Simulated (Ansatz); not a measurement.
`FC(F)=CC(F)(F)F` from Hartree–Fock to CCSD(T)

Z-matrix (Å, degrees):
```
C
F 1 1.342
C 1 1.485 2 110.6
F 1 1.342 2 106.5 3 120.4
F 1 1.332 2 107.5 3 -124.7
C 3 1.320 1 125.8 2 -121.8
H 3 1.080 1 116.4 2 58.2
F 6 1.308 3 122.7 1 -180.0
F 6 1.301 3 127.1 1 0.0
```

The species carries charge 0 and has multiplicity 1. All single points use the PBE0-D4/def2-TZVP geometry. Frozen core, restricted reference, the Gaussian-basis code of Ansatz. CBS rows extrapolate triple and quadruple zeta; past MP2 they add the triple-zeta difference.

| basis | HF (Eh) | MP2 corr. | CCSD corr. | (T) | CCSD(T) total |
| --- | --- | --- | --- | --- | --- |
| def2-SVP | -610.86936 | -1.29410 | -1.31935 | -0.03059 | -612.21930 |
| def2-TZVPP | -611.62615 | -1.69491 | -1.70547 | -0.05918 | -613.39080 |
| def2-QZVPP | -611.65224 | -1.84608 | – | – | – |
| CBS(def2) | -611.65584 | -1.95806 | -1.96862 | as TZ | -613.68364 |
